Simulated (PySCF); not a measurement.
Excitation energy of F⁺ by level of theory

F⁺ [He] 2s2 2p4 (3P) → F⁺ [He] 2s1 2p5 (3P), as a difference of total energies. Calculation: PySCF 2.14, in dyall-av3z; the non-relativistic Hamiltonian (point nucleus). Correlated levels: valence: 1s2 frozen; virtual orbitals above 40 to 60 times the deepest correlated orbital energy dropped. The calculations carry no spin-orbit coupling.

| method | excitation energy (cm⁻¹) | error (cm⁻¹) |
| --- | --- | --- |
| UHF | 175030 | +10243 |
| LDA | 148480 | -16306 |
| PBE | 150580 | -14207 |
| PBE0 | 157000 | -7786 |
| r2SCAN | 157290 | -7498 |
| MN15 | 148190 | -16599 |
| revPBE | 151060 | -13728 |
| r2SCANh | 158880 | -5902 |
| PW91 | 150450 | -14337 |
| MP2 (valence) | 167540 | +2749 |
| SCS-MP2 (valence) | 166850 | +2066 |

Reference: 164790 cm⁻¹ (measured; NIST levels, between the centres of gravity of the two terms).

Errors of the correlated levels include the incompleteness of this basis and the frozen core.
